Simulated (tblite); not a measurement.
Species: C6H5O2 (charge -1).
Atom-mapped SMILES: `[O-:1][c:2]1[cH:3][cH:4][cH:5][c:6]([OH:7])[cH:8]1` (hydrogens: H9 on C3; H10 on C4; H11 on C5; H12 on O7; H13 on C8)

Geometry (GFN2-xTB, Å), atoms numbered from 1 in this order:
```xyz
13
C6H5O2 angstrom
O     -1.647   -2.083    0.842
C     -1.004   -1.078    0.438
C     -1.633    0.124   -0.023
C     -0.914    1.206   -0.460
C      0.476    1.205   -0.483
C      1.124    0.057   -0.042
O      2.523    0.042   -0.060
C      0.426   -1.039    0.402
H     -2.717    0.157   -0.019
H     -1.439    2.097   -0.800
H      1.046    2.056   -0.828
H      2.787   -0.823    0.275
H      0.969   -1.919    0.741
```

Computed values, GFN2-xTB/tblite, gas phase, harmonic and unscaled. Errors from tens to a few hundred cm⁻¹ against measured bands are possible. One conformer, not necessarily the lowest.

Harmonic wavenumbers (cm⁻¹): 193.1, 213.5, 325.3, 384.8, 423.9, 471.9, 494.5, 515.2, 589.9, 654.4, 741.1, 745.1, 782.1, 827.6, 903.7, 957.3, 980.0, 1102.8, 1144.7, 1170.1, 1192.2, 1245.8, 1295.1, 1396.5, 1479.1, 1534.2, 1569.1, 1635.5, 2965.0, 2979.4, 3020.5, 3056.4, 3527.2.

A = 3822, B = 1892, C = 1265 MHz; mass 109.029 u (most abundant isotopes); point group Cs, symmetry number 1.

Task: What is the zero-point energy?

Result: ½Σν̃ = 20258 cm⁻¹ = 57.92 kcal/mol.

Task: Give the ideal-gas entropy at 298.15 K and 1 bar in the rigid-rotor, harmonic-oscillator model (classical rotation).

Result: Translation 40.00, rotation 27.95, vibration 11.85: S = 79.8 cal/(mol K).

Task: And Cp and H(298.15 K) − H(0)?

Result: Cp = 27.68 cal/(mol K), of which vibrations give 19.73 (their classical limit is 33 R = 65.6); H(298.15 K) − H(0) = 4.70 kcal/mol without the zero-point energy, 2.33 from vibrations.

Task: Which modes carry the vibrational entropy at 298.15 K?

Result: 193.1 cm⁻¹: 2.20; 213.5 cm⁻¹: 2.01; 325.3 cm⁻¹: 1.28; 384.8 cm⁻¹: 1.02; 423.9 cm⁻¹: 0.88; 471.9 cm⁻¹: 0.73 cal/(mol K); the other 27 give 3.72 together.

Task: What must be added to the electronic energy to get the Gibbs energy at 298.15 K and 1 bar?

Result: ZPE + [H(298.15 K) − H(0)] − T·S = 57.92 + 4.70 − 23.79 = 38.83 kcal/mol.

Task: How do the functions run with temperature in this model?

Result: 
```json
{"T (K)": "150", "S (cal/(mol K))": "65.6", "Cp (cal/(mol K))": "15.0", "H − H(0) (kcal/mol)": "1.53", "G − H(0) (kcal/mol)": "-8.31", "ln q(vib)": "0.43"}
{"T (K)": "250", "S (cal/(mol K))": "75.3", "Cp (cal/(mol K))": "23.6", "H − H(0) (kcal/mol)": "3.46", "G − H(0) (kcal/mol)": "-15.36", "ln q(vib)": "1.43"}
{"T (K)": "400", "S (cal/(mol K))": "89.0", "Cp (cal/(mol K))": "35.3", "H − H(0) (kcal/mol)": "7.92", "G − H(0) (kcal/mol)": "-27.70", "ln q(vib)": "3.47"}
{"T (K)": "600", "S (cal/(mol K))": "105.6", "Cp (cal/(mol K))": "46.3", "H − H(0) (kcal/mol)": "16.16", "G − H(0) (kcal/mol)": "-47.20", "ln q(vib)": "6.59"}
{"T (K)": "900", "S (cal/(mol K))": "126.4", "Cp (cal/(mol K))": "55.8", "H − H(0) (kcal/mol)": "31.61", "G − H(0) (kcal/mol)": "-82.11", "ln q(vib)": "11.29"}
```

q(vib) and H(0) count from the zero-point level.

Hindered rotation and anharmonicity are outside this model. Other conformers, if any are populated, would add a mixing term that is left out.
